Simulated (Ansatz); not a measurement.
The molecule NiF, multiplicity 2 (the spin of the measured ground state). No spin–orbit coupling. Ni is treated without relativity.

Seven points along R, fitted to fifth degree in 1/R; most abundant isotopes. Runs in def2 and cc sets follow the lowest solution found near the PBE0 minimum.

Correlated levels freeze the inner cores; with def2 sets outer-core shells near the valence are correlated too.

Codes used: Ansatz (Gaussian orbitals). Values without a source in brackets are computed.

Energies at CCSD(T)/def2-TZVPP:

| R (Å) | E (hartree) |
|---|---|
| 1.643397 | -1607.26490356 |
| 1.687574 | -1607.26964943 |
| 1.728217 | -1607.27203738 |
| 1.774162 | -1607.27291104 |
| 1.820106 | -1607.27224680 |
| 1.873119 | -1607.27000098 |
| 1.934967 | -1607.26588642 |

### Question
With a reduced mass of 14.3068 u, find the minimum, the force constant and the constants.

### Answer
A fifth-degree polynomial in 1/R puts the minimum at r_e = 1.7754 Å with force constant 314 N/m. Then ω_e = (1/2πc)√(k/μ) = 611 cm⁻¹ and B_e = h/(8π²cμr_e²) = 0.3738 cm⁻¹; the cubic and quartic terms give α_e = 0.0029 and ω_e x_e = 3.1 cm⁻¹.

Ansatz is a program for electronic structure.
